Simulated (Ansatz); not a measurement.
Process, species as SMILES: [Br][In][Br] -> [Br][In][Br] as singlet, charge +1 + e-
Geometries: B3LYP-D3(BJ)/def2-TZVP minima from Ansatz (a first-principles code). A spin state is the lowest found, not a proven ground state.
Geometry of the first species:
```
In
Br 1 2.5425
Br 1 2.5425 2 121.33
```
Charge 0, spin multiplicity 2.

Wanted: adiabatic ionisation energy (electronic energy difference), in eV. Valence correlation only, unless marked. Open shells are spin-unrestricted. Spin-orbit coupling is left out. The frozen core is the preceding noble-gas configuration, with the filled d and f shells of earlier blocks. In def2 rows, elements after Kr have scalar-relativistic effective core potentials. STO-3G rows are all-electron and non-relativistic. CBS(X,Y): correlation extrapolated as X^-3; Hartree-Fock from the larger set. [CCSD(T)-MP2]/basis is that difference in the basis named.

| level | program | adiabatic ionisation energy (eV) |
|---|---|---|
| HF/def2-TZVPPD | Ansatz | 7.46 |
| PBE/def2-TZVPD | Ansatz | 7.85 |

Task: Predict the RI-MP2/CBS(def2-TZVPPD,def2-QZVPPD)+[CCSD(T)-MP2]/def2-TZVPPD result (Ansatz).

Result: 7.74 eV, so PBE/def2-TZVPD differs from it by 0.11 eV.
